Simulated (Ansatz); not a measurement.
System: C$_{3}$H$_{7}$N, charge 0, multiplicity 1. 
Geometry from a B3LYP-D3(BJ)/def2-TZVP (Ansatz, a quantum-chemistry and plane-wave program) optimisation:
```
C
H 1 1.0888
N 1 1.4402 2 118.06
H 3 1.0133 1 111.20 2 -60.10
H 3 1.0133 4 107.85 1 -122.16
C 1 1.5007 2 115.87 3 146.09
H 6 1.0812 1 116.46 2 -146.10
H 6 1.0815 7 115.26 1 -145.27
C 1 1.5007 2 115.87 3 -146.09
H 9 1.0812 1 116.46 2 146.10
H 9 1.0815 10 115.26 1 145.27
```
Charge 0, spin multiplicity 1.

Quantity: atomisation energy (electronic, to ground-state atoms), in kcal/mol. Correlated levels leave the core frozen unless marked. UHF or UKS for open shells. No spin-orbit coupling. Non-relativistic. The coupled-cluster limit lacks core correlation, which all-electron functionals hold. CBS marks a two-point X^-3 extrapolation of the correlation energy; Hartree-Fock from the larger set. The bracket is a focal-point correction in the basis named.

```
level                                                                 program  atomisation energy (kcal/mol)
-------------------------------------------------------------  --------------  -----------------------------
SVWN5/def2-TZVPD                                                       Ansatz                         1173.2
PBE0-D4/def2-TZVP                                              Ansatz + dftd4                         1030.0
r2SCANh-D4/def2-TZVPD                                          Ansatz + dftd4                         1016.1
CAM-B3LYP-D4/def2-TZVPD                                        Ansatz + dftd4                              …
CCSD/STO-3G                                                            Ansatz                         1000.6
CCSD/6-31G                                                             Ansatz                              …
CCSD/6-31G*                                                            Ansatz                              …
RI-MP2/CBS(aug-cc-pVTZ,aug-cc-pVQZ)+[CCSD(T)-MP2]/aug-cc-pVTZ          Ansatz                              …
```

Problem. What belongs in the gaps?

Solution. 
- CAM-B3LYP-D4/def2-TZVPD, atomisation energy (kcal/mol): 1027.4
- CCSD/6-31G, atomisation energy (kcal/mol): 862.1
- CCSD/6-31G*, atomisation energy (kcal/mol): 915.7
- RI-MP2/CBS(aug-cc-pVTZ,aug-cc-pVQZ)+[CCSD(T)-MP2]/aug-cc-pVTZ, atomisation energy (kcal/mol): 1020.7
